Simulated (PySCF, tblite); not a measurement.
Isomers of C10H9N, one GFN2-xTB conformer each. Single-point energies are computed at PBE0/pcSseg-1 (PySCF, gas phase, no added dispersion term), electronic only.

```
                SMILES  GFN2-xTB relative energy (kJ/mol)
 C=CC[C@H](C)C#CC#CC#N                              489.6
C=C(C)C1=CC=C(C#N)C1=C                              298.2
      C=Cc1ccc2cccn2c1                               64.1
       Cc1cnc2ccccc2c1                                0.0
```

Conformers: `[CH2:1]=[CH:2][CH2:3][C@H:4]([CH3:5])[C:6]#[C:7][C:8]#[C:9][C:10]#[N:11]` with C1–C2–C3–C4 117°, C2–C3–C4–C5 -174°; `[CH2:1]=[C:2]([CH3:3])[C:4]1=[CH:5][CH:6]=[C:7]([C:8]#[N:9])[C:10]1=[CH2:11]` with C1–C2–C4–C5 -143°; `[CH2:1]=[CH:2][c:3]1[cH:4][cH:5][c:6]2[cH:7][cH:8][cH:9][n:10]2[cH:11]1` with C1–C2–C3–C4 0°.

Q: What does PBE0/pcSseg-1 give for the same structures?

A: 
```
                SMILES  PBE0/pcSseg-1 E (Eh)  PBE0/pcSseg-1 (kJ/mol)  GFN2-xTB (kJ/mol)  point group
       Cc1cnc2ccccc2c1            -440.66700                     0.0                0.0            –
      C=Cc1ccc2cccn2c1            -440.62290                   115.8               64.1           Cs
C=C(C)C1=CC=C(C#N)C1=C            -440.56971                   255.4              298.2           C1
 C=CC[C@H](C)C#CC#CC#N            -440.48226                   485.0              489.6           C1
```

Both levels put the same isomer lowest; measured from each level's own lowest isomer, the values differ by up to 51.7 kJ/mol (C=Cc1ccc2cccn2c1: 64.1 against 115.8). As drawn, the lowest has an aromatic ring, which the highest lacks; the highest has a C≡N group, a C≡C bond and a C=C bond outside aromatic rings, which the lowest lacks.

Q: Which frontier levels, dipoles and rotational constants go with these structures?

A: 
```tsv
SMILES	HOMO (eV, PBE0/pcSseg-1)	LUMO (eV)	dipole (D)	A, B, C (MHz)
Cc1cnc2ccccc2c1	-6.73	-1.50	2.26	2902, 850.4, 660.4
C=Cc1ccc2cccn2c1	-5.57	-0.96	0.81	3489, 744.5, 613.6
C=C(C)C1=CC=C(C#N)C1=C	-6.57	-2.85	4.97	2651, 715.4, 585.9
C=CC[C@H](C)C#CC#CC#N	-7.71	-2.12	6.54	2221, 363.2, 318.3
```

Q: What happens when harmonic zero-point energies from GFN2-xTB frequencies are added?

A: 
```json
{"SMILES": "Cc1cnc2ccccc2c1", "ZPE (kJ/mol)": "415.1", "electronic (kJ/mol)": "0.0", "with ZPE (kJ/mol)": "0.0"}
{"SMILES": "C=Cc1ccc2cccn2c1", "ZPE (kJ/mol)": "413.9", "electronic (kJ/mol)": "115.8", "with ZPE (kJ/mol)": "114.6"}
{"SMILES": "C=C(C)C1=CC=C(C#N)C1=C", "ZPE (kJ/mol)": "404.1", "electronic (kJ/mol)": "255.4", "with ZPE (kJ/mol)": "244.4"}
{"SMILES": "C=CC[C@H](C)C#CC#CC#N", "ZPE (kJ/mol)": "399.3", "electronic (kJ/mol)": "485.0", "with ZPE (kJ/mol)": "469.2"}
```

The zero-point energies span 15.8 kJ/mol. The order is unchanged.
